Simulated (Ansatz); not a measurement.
A nudged elastic band was laid between two geometries of CH4BClN2O (10 atoms, charge 0, multiplicity 1).

These are results of RKS PBE/def2-SVP in Ansatz 0.2.0, not measurements.

- movable images: 7
- climbing image: yes
- spring: 5.0 eV/Å²
- optimiser: quadratic models (default)
- start path: through a guess of the saddle point
- force threshold: 0.05 eV/Å
- iteration limit: 60
- end points: relaxed

Image 0:

```xyz
10
Properties=species:S:1:pos:R:3
N 0.834 -1.547 -0.669
C 0.795 -0.234 -0.246
O 1.758 0.512 -0.269
N -0.479 0.151 0.263
B -0.824 1.459 0.682
Cl -2.461 1.722 1.312
H -0.009 -2.070 -0.903
H 1.696 -1.831 -1.135
H -1.183 -0.588 0.351
H -0.044 2.375 0.615
```

Image 8:

```xyz
10
Properties=species:S:1:pos:R:3
N 0.882 -1.506 -0.692
C 0.781 -0.196 -0.254
O 1.685 0.614 -0.340
N -0.478 0.080 0.353
B -1.059 1.314 0.754
Cl -0.317 2.884 0.499
H 0.052 -2.045 -0.941
H 1.726 -1.710 -1.228
H -1.041 -0.749 0.562
H -2.148 1.263 1.288
```

Question: Which bonds break or form, and what moves?

Answer: No bond is made or broken. The dihedral H9–N4–B5–H10 goes from 180 to 0°.

Question: What energy profile does the band end with?

Answer: The forces met the threshold. The highest image is number 4 of 0 to 8, 17.3 kcal/mol above the first end and 14.4 kcal/mol above the last; the last end lies 2.9 kcal/mol above the first. The profile has 2 maxima (images 2, 4) with wells between them (image 3): this band takes more than one step, which may be the mechanism or a detour left from its start path. A vibrational analysis at the climbing image gives one clearly imaginary mode, 298i cm⁻¹: a first-order saddle point.

```json
{"image": "0", "path coordinate (Å)": "0.00", "energy (kcal/mol)": "0.0", "dihedral H9–N4–B5–H10 (°)": "180"}
{"image": "1", "path coordinate (Å)": "1.07", "energy (kcal/mol)": "5.2", "dihedral H9–N4–B5–H10 (°)": "-165"}
{"image": "2", "path coordinate (Å)": "2.14", "energy (kcal/mol)": "14.5", "dihedral H9–N4–B5–H10 (°)": "-136"}
{"image": "3", "path coordinate (Å)": "3.20", "energy (kcal/mol)": "6.4", "dihedral H9–N4–B5–H10 (°)": "-62"}
{"image": "4", "path coordinate (Å)": "4.27", "energy (kcal/mol)": "17.3", "dihedral H9–N4–B5–H10 (°)": "-33"}
{"image": "5", "path coordinate (Å)": "5.10", "energy (kcal/mol)": "9.9", "dihedral H9–N4–B5–H10 (°)": "-23"}
{"image": "6", "path coordinate (Å)": "5.93", "energy (kcal/mol)": "3.4", "dihedral H9–N4–B5–H10 (°)": "-6"}
{"image": "7", "path coordinate (Å)": "6.76", "energy (kcal/mol)": "3.0", "dihedral H9–N4–B5–H10 (°)": "2"}
{"image": "8", "path coordinate (Å)": "7.59", "energy (kcal/mol)": "2.9", "dihedral H9–N4–B5–H10 (°)": "0"}
```

Question: What is the geometry of the highest image?

Answer: 
```xyz
10
Properties=species:S:1:pos:R:3:forces:R:3
N 0.885 -1.478 -0.747 0.00 0.00 0.00
C 0.542 -0.312 -0.109 0.01 -0.01 0.00
O 1.367 0.461 0.411 0.00 0.00 0.00
N -0.787 0.060 -0.065 0.00 0.01 0.00
B -0.783 1.398 0.580 0.00 -0.01 -0.01
Cl -0.870 1.543 2.338 0.00 0.00 0.00
H 0.208 -2.239 -0.804 0.01 0.00 0.00
H 1.866 -1.746 -0.665 -0.01 0.00 0.00
H -1.384 -0.147 -0.870 0.00 0.00 0.00
H -0.962 2.410 -0.067 0.00 0.00 0.00
```

The run took 9 min on 2 threads of Arm Neoverse N1 (shared host), peak memory 0.15 GiB.
